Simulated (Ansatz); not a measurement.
**Question.** Name a neutral molecule of C, F, N, O, Si and H with HOMO–LUMO gap (PBE/def2-TZVPP) between 6.00 and 6.30 eV and LUMO energy (ωB97M-V/def2-TZVPP) between 2.10 and 2.40 eV (Ansatz, PBE0-D4/def2-TZVP geometry).

**Answer.** `NCO[SiH](O)F` (6.14 eV, 2.19 eV); `OCN[SiH2]F` (6.05 eV, 2.14 eV); `O[Si@@H]1N[C@H](F)O1` (6.28 eV, 2.17 eV); `NC(F)O[SiH2]F` (6.29 eV, 2.18 eV). Other molecules can fit too; these were computed, each in one conformer that needn't be the lowest.
